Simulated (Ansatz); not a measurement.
# Abstraction of H: CHCl2F + SiI3 → CCl2F + SiHI3

Species: CHCl2F (dichlorofluoromethane) `FC(Cl)Cl`, singlet; SiI3 (triiodosilyl) `I[Si](I)I`, doublet; CCl2F (dichlorofluoromethyl radical) `F[C](Cl)Cl`, doublet; SiHI3 (triiodosilane) `I[SiH](I)I`, singlet. A radical takes H: the energy is the difference in strength between the C–H bond broken and the Si–H bond made.

Shapes, held fixed at every level: PBE0-D4/def2-TZVP. Programs: Ansatz 0.2.0. The zero-point and thermal change to 298 K, harmonic and unscaled (PBE0-D4/def2-TZVP), is -11.0 kJ/mol.

(1) Estimate ΔH(298 K) of this reaction.

## Answers

(1) The highest level, CCSD(T)/def2-TZVPP, gives ΔH(298 K) = +55.8 kJ/mol; the levels span +33.3 to +60.5. The column of differences is taken from that level and isn't an error. No measured value is set beside it here. Open shells run unrestricted. For atoms past krypton def2 sets carry core potentials with scalar relativity. Outer-core shells of I are correlated in most correlated rows, in sets that cover them unevenly.

```tsv
level	kind	ΔH(298 K) (kJ/mol)	less CCSD(T)/def2-TZVPP
MP2/def2-SVP	perturbation theory	+59.4	+3.6
HF/def2-TZVPP	Hartree–Fock	+33.3	-22.5
B3LYP-D4/def2-TZVPP	global hybrid	+60.5	+4.7
wB97M-V/def2-TZVPP	range-separated hybrid	+54.4	-1.4
wB97X-V/def2-TZVPP	range-separated hybrid	+46.0	-9.8
B2PLYP/def2-TZVPP	double hybrid	+57.5	+1.7
CCSD/def2-TZVPP	coupled cluster or CI	+52.3	-3.5
CCSD(T)/def2-TZVPP	coupled cluster or CI	+55.8	0.0
```
